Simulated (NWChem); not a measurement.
System: C$_{2}$H$_{3}$Cl$_{2}$F; SMILES CC(F)(Cl)Cl

NWChem printed, in part:

```
             Northwest Computational Chemistry Package (NWChem) 7.3.0
             --------------------------------------------------------

                             Geometry "geometry" -> ""
                             -------------------------

 Output coordinates in angstroms (scale by  1.889725989 to convert to a.u.)

  No.       Tag          Charge          X              Y              Z
 ---- ---------------- ---------- -------------- -------------- --------------
    1 C                    6.0000    -1.31938100    -1.11171700     0.00000000
    2 C                    6.0000    -0.34275800     0.03321500     0.00000000
    3 F                    9.0000    -1.00009800     1.20275200     0.00000000
    4 Cl                  17.0000     0.68923400    -0.01253600     1.45462800
    5 Cl                  17.0000     0.68923400    -0.01253600    -1.45462800
    6 H                    1.0000    -1.94925400    -1.04174900    -0.89782200
    7 H                    1.0000    -0.78548700    -2.06946300     0.00000000
    8 H                    1.0000    -1.94925400    -1.04174900     0.89782200

 Effective nuclear repulsion energy (a.u.)     299.2545926972

                                 NWChem DFT Module
                                 -----------------

 Summary of "ao basis" -> "ao basis" (spherical)
 ------------------------------------------------------------------------------
       Tag                 Description            Shells   Functions and Types
 ---------------- ------------------------------  ------  ---------------------
 C                          def2-svp                 6       14   3s2p1d
 F                          def2-svp                 6       14   3s2p1d
 Cl                         def2-svp                 8       18   4s3p1d
 H                          def2-svp                 3        5   2s1p

 in cosmo_initialize ...
 calling solv_data for solv:h2o

 solvent parameters
 solvname_short: h2o
 solvname_long:  water
 dielec:       78.4000
 dielecinf:     1.7769
 aqueous SMD model solvent descriptors
 dielec:       78.4000
 sola:          0.8200

          ---------------
          -cosmo- solvent
          ---------------
 Cosmo: York-Karplus, doi: 10.1021/jp992097l
 dielectric constant -eps-     =  78.40
 screen = (eps-1)/(eps    )    =   0.98724
 surface charge correction     = lagrangian

   van der Waals surface
 --------------------------

 ---------- ATOMIC COORDINATES (A.U.) ------------ VDWR(ANG.) --
     1   -2.49326856   -2.10084051    0.00000000     1.850
     2   -0.64771870    0.06276725    0.00000000     1.850
     3   -1.88991118    2.27287171    0.00000000     1.730
     4    1.30246340   -0.02368960    2.74884834     2.380
     5    1.30246340   -0.02368960   -2.74884834     2.380
     6   -3.68355594   -1.96862016   -1.69663757     1.200
     7   -1.48435520   -3.91071801    0.00000000     1.200
     8   -3.68355594   -1.96862016    1.69663757     1.200
 number of segments per atom =        128
 number of   points per atom =        128
 atom (   nspa,  nppa )
 ----------------------
    1 (     44,     0 )       0
    2 (      0,     0 )       0
    3 (     66,     0 )       0
    4 (     88,     0 )       0
    5 (     88,     0 )       0
    6 (     51,     0 )       0
    7 (     50,     0 )       0
    8 (     51,     0 )       0
 number of -cosmo- surface points =      438
 molecular surface =    140.797 angstrom**2
 molecular volume  =    132.832 angstrom**3
 -lineq- algorithm             =   0
 -bem- low  level              =   3
 -bem- from -octahedral-
 gaussian surface charge width =   4.50000
 degree of switching           =   1.00000
 switching function tolerance  =   0.00010
 atomic radii =
 --------------
    1  6.000  1.850
    2  6.000  1.850
    3  9.000  1.730
    4 17.000  2.380
    5 17.000  2.380
    6  1.000  1.200
    7  1.000  1.200
    8  1.000  1.200
 ...... end of -cosmo- initialization ......

 nat:                     8
 ixmem:                  3618
 calling mnsol_interface()
 G(SMD-CDS) energy (kcal/mol)  =     2.525
 SMD-CDS SASA (angstrom**2)    =   140.437

            General Information
            -------------------
          SCF calculation type: DFT
          Wavefunction type:  closed shell.
          No. of atoms     :     8
          No. of electrons :    58
           Alpha electrons :    29
            Beta electrons :    29
          Charge           :     0
          Spin multiplicity:     1
          Use of symmetry is: off; symmetry adaption is: off
          Maximum number of iterations: 150
          AO basis - number of functions:    93
                     number of shells:    43
          Convergence on energy requested:  1.00D-06
          Convergence on density requested:  1.00D-05
          Convergence on gradient requested:  5.00D-04

              XC Information
              --------------
                       M05-2X Method XC Functional
                     Hartree-Fock (Exact) Exchange  0.560
                M05-2X metaGGA Exchange Functional  0.440
                      M05-2X Correlation Potential  1.000

             Grid Information
             ----------------
          Grid used for XC integration:  medium
          Radial quadrature: Mura-Knowles
          Angular quadrature: Lebedev.
          Tag              B.-S. Rad. Rad. Pts. Rad. Cut. Ang. Pts.
          ---              ---------- --------- --------- ---------
          C                   0.70       49           8.0       434
          F                   0.50       49           9.0       434
          Cl                  1.00       88          10.0       590
          H                   0.35       45          10.0       434
          Grid pruning is: on
          Number of quadrature shells:   458
          Spatial weights used:  Erf1

      Superposition of Atomic Density Guess
      -------------------------------------

 Sum of atomic energies:       -1094.68700785

      Non-variational initial energy
      ------------------------------

 Total energy =   -1096.515743
 1-e energy   =   -2107.903811
 2-e energy   =     712.133475
 HOMO         =      -0.383020
 LUMO         =       0.100767

   convergence    iter        energy       DeltaE   RMS-Dens  Diis-err
 ---------------- ----- ----------------- --------- --------- ---------
     COSMO gas phase
 d= 0,ls=0.0,diis     1  -1097.6401152213 -1.40D+03  1.65D-02  1.25D+00
 d= 0,ls=0.0,diis     2  -1097.5780872107  6.20D-02  9.36D-03  2.05D+00
 d= 0,ls=0.0,diis     3  -1097.7919835838 -2.14D-01  9.30D-04  4.35D-03
 d= 0,ls=0.0,diis     4  -1097.7925661824 -5.83D-04  2.49D-04  7.58D-04
 d= 0,ls=0.0,diis     5  -1097.7926427673 -7.66D-05  9.15D-05  6.84D-05
  Resetting Diis
 d= 0,ls=0.0,diis     6  -1097.7926508972 -8.13D-06  3.21D-05  7.06D-06
 d= 0,ls=0.0,diis     7  -1097.7926517574 -8.60D-07  1.11D-05  6.11D-07
 d= 0,ls=0.0,diis     8  -1097.7926517805 -2.31D-08  5.07D-06  5.45D-07

   convergence    iter        energy       DeltaE   RMS-Dens  Diis-err
 ---------------- ----- ----------------- --------- --------- ---------
     COSMO solvation phase
 d= 0,ls=0.0,diis     1  -1097.7927860504 -1.34D-04  1.12D-03  1.75D-03
 d= 0,ls=0.0,diis     2  -1097.7932957483 -5.10D-04  2.40D-04  2.48D-04
 d= 0,ls=0.0,diis     3  -1097.7933238040 -2.81D-05  1.01D-04  1.01D-04
 d= 0,ls=0.0,diis     4  -1097.7933340316 -1.02D-05  3.18D-05  9.43D-06
 d= 0,ls=0.0,diis     5  -1097.7933350980 -1.07D-06  8.79D-06  2.07D-07
 d= 0,ls=0.0,diis     6  -1097.7933351319 -3.40D-08  2.09D-06  2.95D-08

         Total DFT energy =    -1097.793335131949
      One electron energy =    -2109.570628180091
           Coulomb energy =      791.420937173676
    Exchange-Corr. energy =      -78.891421855835
 Nuclear repulsion energy =      299.254592697220

             COSMO energy =       -0.006814966919

 Numeric. integr. density =       58.000015191420

                                COSMO-SMD solvation results
                                ---------------------------

             internal energy in gas <Psi(g)|H|Psi(g)> =     -1097.792651780490
         internal energy in solvent <Psi(s)|H|Psi(s)> =     -1097.791999354204
                               delta internal energy  =         0.000652426286 (    0.41 kcal/mol)
   total free energy in solvent <Psi(s)|H+V/2|Psi(s)> =     -1097.797359598909
 polarization energy contribution <Psi(s)|V/2|Psi(s)> =        -0.005360244705 (   -3.36 kcal/mol)
    total free energy in solvent including G(SMD-CDS) =     -1097.793335131949
                       G(SMD-CDS) energy contribution =         0.004024466959 (    2.53 kcal/mol)
     1 M fixed-concentration free energy of solvation =        -0.000683351459 (   -0.43 kcal/mol)

                       DFT Final Molecular Orbital Analysis
                       ------------------------------------

 Vector   27  Occ=2.000000D+00  E=-3.903789D-01
              MO Center=  5.6D-01, -2.1D-02, -5.1D-05, r^2= 3.4D+00
   Bfn.  Coefficient  Atom+Function         Bfn.  Coefficient  Atom+Function
  ----- ------------  ---------------      ----- ------------  ---------------
    54      0.457393  4 Cl py                72     -0.457410  5 Cl py
    51      0.340276  4 Cl py                69     -0.340289  5 Cl py
    48      0.195097  4 Cl py                66     -0.195104  5 Cl py
    34      0.128151  3 F  pz                 6      0.089752  1 C  pz
    37     -0.089424  3 F  pz                79     -0.075742  6 H  s

 Vector   28  Occ=2.000000D+00  E=-3.899872D-01
              MO Center=  3.5D-01, -1.2D-01,  5.1D-05, r^2= 3.5D+00
   Bfn.  Coefficient  Atom+Function         Bfn.  Coefficient  Atom+Function
  ----- ------------  ---------------      ----- ------------  ---------------
    54      0.346848  4 Cl py                72      0.346825  5 Cl py
    51      0.256476  4 Cl py                69      0.256459  5 Cl py
    53      0.247118  4 Cl px                71      0.247118  5 Cl px
     4      0.197724  1 C  px                50      0.177387  4 Cl px
    68      0.177387  5 Cl px                 3      0.162381  1 C  s

 Vector   29  Occ=2.000000D+00  E=-3.738004D-01
              MO Center=  6.2D-01, -2.5D-02,  6.2D-07, r^2= 3.4D+00
   Bfn.  Coefficient  Atom+Function         Bfn.  Coefficient  Atom+Function
  ----- ------------  ---------------      ----- ------------  ---------------
    55     -0.347285  4 Cl pz                73     -0.347285  5 Cl pz
    53      0.328168  4 Cl px                71     -0.328168  5 Cl px
    52     -0.258293  4 Cl pz                70     -0.258293  5 Cl pz
    50      0.245042  4 Cl px                68     -0.245042  5 Cl px
    49     -0.147395  4 Cl pz                67     -0.147395  5 Cl pz

 Vector   30  Occ=0.000000D+00  E= 6.284195D-02
              MO Center=  3.2D-01, -8.3D-02, -2.9D-08, r^2= 2.9D+00
   Bfn.  Coefficient  Atom+Function         Bfn.  Coefficient  Atom+Function
  ----- ------------  ---------------      ----- ------------  ---------------
    17      1.059447  2 C  s                 21      0.661117  2 C  px
    55      0.645334  4 Cl pz                73     -0.645334  5 Cl pz
    46     -0.543501  4 Cl s                 64     -0.543501  5 Cl s
    16      0.477628  2 C  s                 18      0.456892  2 C  px
    22     -0.276395  2 C  py                53      0.272940  4 Cl px

 Vector   31  Occ=0.000000D+00  E= 9.702596D-02
              MO Center= -1.5D-01, -1.1D-01,  1.1D-07, r^2= 3.3D+00
   Bfn.  Coefficient  Atom+Function         Bfn.  Coefficient  Atom+Function
  ----- ------------  ---------------      ----- ------------  ---------------
    23      0.922365  2 C  pz                20      0.624009  2 C  pz
    46     -0.469207  4 Cl s                 64      0.469207  5 Cl s
    53      0.452290  4 Cl px                71     -0.452290  5 Cl px
    80      0.436393  6 H  s                 90     -0.436393  8 H  s
    55      0.425219  4 Cl pz                73      0.425219  5 Cl pz

 Vector   32  Occ=0.000000D+00  E= 1.439690D-01
              MO Center= -1.6D+00, -1.4D+00, -3.7D-08, r^2= 4.6D+00
   Bfn.  Coefficient  Atom+Function         Bfn.  Coefficient  Atom+Function
  ----- ------------  ---------------      ----- ------------  ---------------
     3      2.855279  1 C  s                 80     -1.279573  6 H  s
    90     -1.279573  8 H  s                 85     -1.206910  7 H  s
    17     -0.524153  2 C  s                  7     -0.275920  1 C  px
     8     -0.238454  1 C  py                 2      0.186158  1 C  s
    45      0.157497  4 Cl s                 63      0.157497  5 Cl s

     Multipole analysis of the density
     ---------------------------------

     L   x y z        total         alpha         beta         nuclear
     -   - - -        -----         -----         ----         -------
     0   0 0 0     -0.000000    -29.000000    -29.000000     58.000000

     1   1 0 0     -0.608974     -0.093069     -0.093069     -0.422836
     1   0 1 0     -0.785802     -0.179901     -0.179901     -0.425999
     1   0 0 1      0.000000      0.000000      0.000000      0.000000

     2   2 0 0    -30.167356    -94.573625    -94.573625    158.979895
     2   1 1 0      1.806333     -4.988318     -4.988318     11.782968
     2   1 0 1      0.000000      0.000000      0.000000      0.000000
     2   0 2 0    -31.123195    -63.592629    -63.592629     96.062063
     2   0 1 1      0.000000      0.000000      0.000000      0.000000
     2   0 0 2    -31.712140   -147.189491   -147.189491    262.666842
```

Level: M05-2X/def2-SVP, SMD on the gas-phase geometry. Structure relaxed at the PBE0/def2-SVP level. Solvent: water.

**Question.** Reconstruct the input file.

**Answer.** This is not unique; one that fits is the input that was run:
```
start job
memory heap 200 mb stack 900 mb global 1100 mb
geometry units angstroms noautosym nocenter noautoz
  C     -1.319381    -1.111717     0.000000
  C     -0.342758     0.033215     0.000000
  F     -1.000098     1.202752     0.000000
  Cl     0.689234    -0.012536     1.454628
  Cl     0.689234    -0.012536    -1.454628
  H     -1.949254    -1.041749    -0.897822
  H     -0.785487    -2.069463     0.000000
  H     -1.949254    -1.041749     0.897822
end
basis spherical
  * library def2-svp
end
dft
  xc m05-2x
  iterations 150
end
cosmo
  do_cosmo_smd true
  solvent water
end
task dft energy
```
